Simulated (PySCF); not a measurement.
UHF on Tc²⁺ (technetium, charge +2)

Configuration: [Kr] 4d5, high-spin 6S determinant. Computed with PySCF 2.14 in cc-pVDZ-PP with ECP28MDF (4s4p3d1f, 38 functions), with scalar relativity through the core potential.

```json
{
  "Total energy": "-79.119777 hartree",
  "One-electron energy": "-129.0278 hartree",
  "Hartree (Coulomb) energy": "57.9434 hartree",
  "Exchange energy": "-8.0354 hartree",
  "⟨S²⟩": "8.7506",
  "⟨L²⟩": "0.000",
  "Sum of ⟨r⟩": "17.36 bohr",
  "Sum of ⟨r²⟩": "27.20 bohr²",
  "Time after the integrals": "0.06 s of wall time on 1 thread of Neoverse-V2 (shared host)"
}
```

| shell | electrons | mean orbital energy (eV) | rms radius, mean of both spins (bohr) |
| --- | --- | --- | --- |
| 4s α | 1 | -109.69 | 1.14 |
| 4s β | 1 | -101.52 | 1.14 |
| 4p α | 3 | -77.500 | 1.27 |
| 4p β | 3 | -67.025 | 1.27 |
| 4d α | 5 | -30.022 | 1.73 |

Energies and moments cover only the electrons outside the core potential.
